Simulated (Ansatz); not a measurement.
C5H16BNSi can be A, `BN([SiH2]C)C(C)(C)C`, or B, `BN(C(C)C)[SiH](C)C`.

Calculated with Ansatz (gas phase, PBE0-D4/def2-TZVP geometries, no zero-point term in ΔE). CCSD(T)/CBS is the MP2 limit (def2-TZVPP, def2-QZVPP) plus CCSD(T) − MP2 in def2-TZVPP, frozen cores. DFT in def2-TZVPP. One conformer a species, not always the lowest.

(1) Which isomer does CCSD(T)/CBS put lower? Give the gap. (An estimate is asked.)

(2) Give E(B) − E(A) in kcal/mol with CCSD/def2-TZVPP, PBE-D4, r2SCAN-D4, PBE0-D4, HF/def2-TZVPP, CCSD(T)/def2-SVP, LDA (SPW92). (Estimate.)

Largest T1 diagnostic: 0.011.

Results:

(1) Ansatz gave: B, by 11.0 kcal/mol.

(2) Ansatz gave: CCSD/def2-TZVPP -11.3, PBE-D4 -11.8, r2SCAN-D4 -12.1, PBE0-D4 -11.8, HF/def2-TZVPP -13.8, CCSD(T)/def2-SVP -8.1, LDA (SPW92) -9.1. None reverses the order clearly.

The D4 term adds +1.1 kcal/mol with B3LYP and +0.5 kcal/mol with PBE0; it sums over pairs of atoms, weighted by their polarisabilities, and B3LYP, whose exchange is more repulsive, gets the larger term. At CCSD(T), def2-SVP lies +2.8 kcal/mol from the extrapolated value and def2-TZVPP +0.2 kcal/mol.

B3LYP here is the variant with VWN-RPA as its local correlation; programs differ in this.
